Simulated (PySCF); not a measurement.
An unknown gives this computed stick spectrum. Method used: PySCF 2.14.0, density-fitted response routines, TDDFT B3LYP/def2-SVPD, vertical, gas phase, core orbitals frozen in the response. Geometries: GFN2-xTB, one conformer each.

```
state  E (eV)  λ (nm)       f
   S1    4.12   301.2  0.0012
   S2    4.64   267.2   0.145
   S3    4.98   249.1  0.0046
   S4    5.72   216.9   0.048
   S5    5.93   209.2  0.0032
   S6    6.22   199.4  0.0031
   S7    6.80   182.4   0.081
   S8    6.95   178.3   0.052
```

Triplets computed (Tamm–Dancoff): 3.07, 3.79, 4.80 eV.

Question: Which candidate is it?
A. `CC1=CC=CC=C1O`
B. `C(=C(/C(=O)Cl)Cl)/C`
C. `C=C1C=C1OC1CC1`

Answer: B. Its S1, at 4.12 eV, is the lowest among the candidates; the nearest of the others has S1 at 4.73 eV. S1 is HOMO-1→LUMO (89%). Löwdin shares by element: HOMO carbon 45% or more, chlorine 36% or more, oxygen 6%; LUMO carbon 60% or more, oxygen 19% (atoms not listed hold the other 20%). At the same level the other candidates give, for their lowest levels:
- `C=C1C=C1OC1CC1`: 4.73 eV (f 0.041); 5.16 eV (f 0.004); 5.72 eV (f 0.013); 5.83 eV (f 0.010); 5.89 eV (f 0.016); T1 3.58 eV; HOMO -5.50, LUMO -0.05 eV
- `Cc1ccccc1O`: 5.13 eV (f 0.033); 5.50 eV (f 0.003); 5.86 eV (f 0.026); 6.27 eV (f 0.004); 6.30 eV (f 0.000); T1 4.09 eV; HOMO -6.26, LUMO -0.32 eV

Conformer computed: `[CH3:1]/[CH:2]=[C:3](/[Cl:4])[C:5](=[O:6])[Cl:7]`: C2–C3–C5–O6 -11°.
